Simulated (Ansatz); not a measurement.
Geometry optimisation, RKS LDA/def2-mTZVP in Ansatz 0.2.0.

The input (input.yaml):

```yaml
crystal:
  periodic: [false, false, false]
  atoms:
    - { symbol: Ge, position_ang: [0.204739, 0.0, -0.071038] }
    - { symbol: H, position_ang: [0.22131, 0.0, 1.480183] }
    - { symbol: H, position_ang: [1.680737, 0.0, -0.508449] }
    - { symbol: H, position_ang: [-0.498013, 1.268214, -0.565708] }
    - { symbol: H, position_ang: [-0.498013, -1.268214, -0.565708] }
    - { symbol: F, position_ang: [-2.380188, 0.0, 1.211339] }
    - { symbol: H, position_ang: [-1.616871, 0.0, 1.752483] }
basis:
  gaussian: { orbitals: def2-mTZVP }
hamiltonian:
  xc: lda
relax:
  f_tol: 0.03
  max_steps: 50
output:
  orbitals: {}
```

Command:

```bash
$ ansatz run input.yaml --threads 1 --pin off --max-ram 2048MiB --backend cpu --events-out ev --progress --plain --runs-dir out
```

Task: Where does it end, and by what steps?

Result: The forces met the threshold. The force dipped under the threshold on the way, but the program's further checks kept it going. After 9 steps the energy has fallen by 0.050 eV; F6 moved furthest, 0.50 Å.

| step | energy less start (eV) | largest force component (eV/Å) | accepted |
| --- | --- | --- | --- |
| 0 | 0.0000 | 0.610 | yes |
| 1 | -0.0032 | 1.319 | yes |
| 2 | 0.0002 | 1.685 | no |
| 3 | -0.0276 | 0.788 | yes |
| 4 | -0.0439 | 0.105 | yes |
| 5 | -0.0464 | 0.109 | yes |
| 6 | -0.0494 | 0.011 | yes |
| 7 | -0.0454 | 0.513 | no |
| 8 | -0.0495 | 0.098 | yes |
| 9 | -0.0497 | 0.014 | yes |

```xyz
7
Properties=species:S:1:pos:R:3
Ge 0.239 -0.004 -0.156
H -0.010 -0.013 1.380
H 1.762 0.009 -0.342
H -0.406 1.260 -0.737
H -0.387 -1.272 -0.747
F -2.518 0.013 1.692
H -1.567 0.007 1.643
```

Whether the end is a true minimum wasn't checked by a vibrational analysis.

The run took 11 s on 1 thread of Arm Neoverse V1, on a shared host, peak memory 0.11 GiB.
